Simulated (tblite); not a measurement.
Species: C5H10NS (doublet state).
Numbering: `[NH2:1][C@H:2]1[CH2:3][C@@H:4]([CH2:5][S:6])[CH2:7]1` (hydrogens: H8, H9 on N1; H10 on C2; H11, H12 on C3; H13 on C4; H14, H15 on C5; H16, H17 on C7)

Computed with GFN2-xTB (tblite), gas phase: L-BFGS steps from a force-field or distance-geometry start until the largest atomic force falls under 0.01 eV/Å.

Step 15: E = -596.2623 eV
```
atom  x, y, z in Å  |  force x, y, z in eV/Å
N1     -2.4517    0.3606   -0.1430   -0.029   0.006   0.043
C2     -1.1478    0.1484   -0.7091   -0.013   0.011   0.029
C3      0.0478    1.0240   -0.2527    0.070   0.005   0.023
C4      0.9168   -0.2408   -0.2448   -0.002  -0.038   0.007
C5      1.8860   -0.4372    0.9100   -0.042  -0.011  -0.009
S6      3.2800    0.7033    0.8343   -0.079  -0.056  -0.008
C7     -0.3716   -1.0887   -0.2317    0.023  -0.008   0.027
H8     -2.4368    0.2848    0.8677    0.040  -0.021   0.042
H9     -2.8007    1.2816   -0.3830   -0.025  -0.015  -0.039
H10    -1.2614    0.1608   -1.7936    0.045   0.007  -0.077
H11    -0.1131    1.3994    0.7575    0.016   0.058   0.011
H12     0.3665    1.8399   -0.8958   -0.030   0.007  -0.029
H13     1.4552   -0.3539   -1.1872   -0.004   0.003  -0.017
H14     1.3895   -0.2852    1.8700   -0.004   0.037   0.017
H15     2.2954   -1.4496    0.8870    0.019   0.010  -0.007
H16    -0.3984   -1.9758   -0.8591    0.013   0.043  -0.023
H17    -0.6627   -1.3595    0.7820    0.002  -0.038   0.009
```

Step 16: E = -596.2636 eV
```
atom  x, y, z in Å  |  force x, y, z in eV/Å
N1     -2.4523    0.3608   -0.1413   -0.031  -0.012   0.034
C2     -1.1480    0.1499   -0.7052   -0.002   0.006  -0.023
C3      0.0491    1.0260   -0.2526    0.071  -0.026   0.029
C4      0.9167   -0.2411   -0.2458    0.019  -0.042   0.022
C5      1.8850   -0.4383    0.9105   -0.028  -0.010   0.003
S6      3.2796    0.7030    0.8339   -0.089  -0.066  -0.005
C7     -0.3720   -1.0892   -0.2311    0.027   0.013   0.015
H8     -2.4396    0.2854    0.8691    0.041  -0.016   0.055
H9     -2.8069    1.2785   -0.3844   -0.017  -0.004  -0.040
H10    -1.2573    0.1629   -1.7912    0.024   0.005  -0.047
H11    -0.1086    1.4046    0.7574    0.025   0.050  -0.008
H12     0.3659    1.8392   -0.9009   -0.031  -0.002  -0.010
H13     1.4562   -0.3564   -1.1890   -0.027   0.014   0.023
H14     1.3885   -0.2846    1.8714    0.007   0.031  -0.018
H15     2.2967   -1.4510    0.8902   -0.005   0.041  -0.015
H16    -0.3985   -1.9727   -0.8645    0.006   0.048  -0.002
H17    -0.6616   -1.3650    0.7822    0.009  -0.029  -0.013
```

**Question.** Estimate the geometry and energy of step 17. (The exact step hangs on the optimiser's Hessian estimate; all steps are aligned on step 16, rigid shifts and turns removed.)

**Answer.** E = -596.2648 eV, largest force 0.089 eV/Å
```
atom  x, y, z in Å  |  force x, y, z in eV/Å
N1     -2.4532    0.3608   -0.1391   -0.009  -0.024   0.018
C2     -1.1480    0.1514   -0.7018    0.011   0.001  -0.057
C3      0.0515    1.0276   -0.2521    0.038  -0.041   0.021
C4      0.9168   -0.2421   -0.2464    0.025  -0.026   0.029
C5      1.8835   -0.4396    0.9111   -0.012  -0.010   0.017
S6      3.2774    0.7017    0.8332   -0.072  -0.052  -0.004
C7     -0.3720   -1.0895   -0.2303    0.014   0.028  -0.003
H8     -2.4409    0.2857    0.8713    0.039  -0.005   0.047
H9     -2.8131    1.2753   -0.3863   -0.008  -0.006  -0.029
H10    -1.2523    0.1648   -1.7899    0.000   0.004   0.000
H11    -0.1041    1.4107    0.7571    0.036   0.035  -0.025
H12     0.3645    1.8386   -0.9059   -0.022  -0.016   0.010
H13     1.4563   -0.3585   -1.1904   -0.038   0.020   0.052
H14     1.3874   -0.2835    1.8724    0.007   0.022  -0.038
H15     2.2978   -1.4518    0.8931   -0.023   0.048  -0.018
H16    -0.3984   -1.9687   -0.8697    0.000   0.041   0.011
H17    -0.6604   -1.3710    0.7822    0.014  -0.018  -0.030
```

The energy changes by -0.0012 eV. The first-order estimate −F·Δx gives -0.0016 eV and the mean of the old and new forces, exact on a quadratic surface, -0.0012 eV. The step makes an angle of 65° with the force vector and moves no atom by more than 0.008 Å.

The cost below is that of the whole relaxation. Hardware: one thread of an Arm Neoverse V2, shared host. Cost: 0.4 s wall.
